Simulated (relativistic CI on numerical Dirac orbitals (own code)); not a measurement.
## Ligand-field terms of d7

Computed with a parametric ligand-field model of a d^n configuration (Racah B and C, spin-orbit zeta, crystal field), exact diagonalisation.

Field parameters in Wybourne normalisation: Oh B⁴₀ = 21Dq, B⁴₄ = √(5/14) B⁴₀; Td as Oh with Dq negative (B⁴₀ = 21Dq, B⁴₄ = √(5/14) B⁴₀). The field is a parameter set, without covalency.

Task: A d7 ion in Td symmetry has the ground term 4A2 and bands at 4T2 7000 cm⁻¹ (1429 nm), 4T1 11590 cm⁻¹ (863 nm), 2E 15745 cm⁻¹ (635 nm), 2T1 16374 cm⁻¹ (611 nm), 4T1 20360 cm⁻¹ (491 nm), 2A1 20780 cm⁻¹ (481 nm). Which parameters reproduce them?

Result: B = 730, C = 3620, ζ = 0 cm⁻¹, Td, 10Dq = -7000 cm⁻¹.

Task: Ground term and bands for B = 730, C = 3080, ζ = 0 cm⁻¹, Oh, 10Dq = 8600 cm⁻¹?

Result: Ground term 4T1 with 2.07 electrons in the two orbitals of the cubic e set. Spin-allowed: 4T2 7584 cm⁻¹ (1319 nm), 4A2 16184 cm⁻¹ (618 nm), 4T1 17518 cm⁻¹ (571 nm). Lowest spin-forbidden: 2E 6007 cm⁻¹ (1665 nm), 2T1 13049 cm⁻¹ (766 nm), 2T2 13419 cm⁻¹ (745 nm).

Task: Ground term and bands for B = 890, C = 3390, ζ = 0 cm⁻¹, Oh, 10Dq = 13900 cm⁻¹?

Result: Ground term 4T1 with 2.05 electrons in the two orbitals of the cubic e set. Spin-allowed: 4T2 12462 cm⁻¹ (802 nm), 4T1 24374 cm⁻¹ (410 nm), 4A2 26362 cm⁻¹ (379 nm). Lowest spin-forbidden: 2E 2739 cm⁻¹, 2T1 14701 cm⁻¹ (680 nm), 2T2 15200 cm⁻¹ (658 nm).

Task: A d7 ion in Oh symmetry has the ground term 2E and bands at 4T1 8135 cm⁻¹ (1229 nm), 2T1 14224 cm⁻¹ (703 nm), 2T2 14575 cm⁻¹ (686 nm), 2T1 16756 cm⁻¹ (597 nm), 4T2 22653 cm⁻¹ (441 nm), 2T2 22664 cm⁻¹ (441 nm), 4T1 27220 cm⁻¹ (367 nm). Which parameters reproduce them?

Result: B = 360, C = 1480, ζ = 0 cm⁻¹, Oh, 10Dq = 15350 cm⁻¹.

Task: Ground term and bands for B = 660, C = 2430, ζ = 0 cm⁻¹, Oh, 10Dq = 32300 cm⁻¹?

Result: Ground term 2E with 1.01 electrons in the two orbitals of the cubic e set. Spin-allowed: 2T1 30381 cm⁻¹ (329 nm), 2T2 30951 cm⁻¹ (323 nm), 2T1 35098 cm⁻¹ (285 nm), 2T2 45913 cm⁻¹ (218 nm). Lowest spin-forbidden: 4T1 20106 cm⁻¹ (497 nm), 4T2 50832 cm⁻¹ (197 nm), 4T1 59158 cm⁻¹ (169 nm).
